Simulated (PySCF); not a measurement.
**A survey of ¹⁵N NMR shifts**

Theory: PBE0/pcSseg-1 with gauge-including orbitals, coordinates at the GFN2-xTB level, in PySCF (rapidly exchanging positions averaged, gas phase, one conformer, relativity neglected).

Shieldings were converted by a linear fit to measured shifts: ¹⁵N (scatter 6.3 ppm rms vs CH3NO2, solution or neat liquid). Occasional misses reach two or three times the rms, and more in compound classes unlike the fitted ones.

Q: Give the ¹⁵N shifts of `O=CO[Si@@H]1NC[Si@@H](O)N1`, `CC[Si@H]1C(=O)C=C1CN`, `C[C@@H]([SiH3])[C@@](C)(C#N)C=O`, `C[Si]1(C)C[C@H](C#N)CO1`.

A: 
```json
{"compound": "[O:1]=[CH:2][O:3][Si@@H:4]1[NH:5][CH2:6][Si@@H:7]([OH:8])[NH:9]1", "environment": "N9: nitrogen bonded to 2 Si, H, in a 5-membered ring", "δ (ppm)": "-350.6"}
{"compound": "[O:1]=[CH:2][O:3][Si@@H:4]1[NH:5][CH2:6][Si@@H:7]([OH:8])[NH:9]1", "environment": "N5: nitrogen bonded to C, Si, H, in a 5-membered ring", "δ (ppm)": "-365.9"}
{"compound": "CC[Si@H]1C(=O)C=C1CN", "environment": "amine nitrogen", "δ (ppm)": "-352.4"}
{"compound": "C[C@@H]([SiH3])[C@@](C)(C#N)C=O", "environment": "nitrile nitrogen", "δ (ppm)": "-107.9"}
{"compound": "C[Si]1(C)C[C@H](C#N)CO1", "environment": "nitrile nitrogen", "δ (ppm)": "-120.1"}
```

Q: Match the shifts -115.7, -242.5, -352.6 ppm to `N#CC[C@@H]1C[SiH2]CCO1`, `C#CCN(C)[Si@@H](O)C=C`, `C#C[C@@H](CC)NC(=O)[SiH3]`.

A: -115.7: N#CC[C@@H]1C[SiH2]CCO1 (nitrile nitrogen); -242.5: C#C[C@@H](CC)NC(=O)[SiH3] (amide-type nitrogen); -352.6: C#CCN(C)[Si@@H](O)C=C (nitrogen bonded to 2 C, Si).
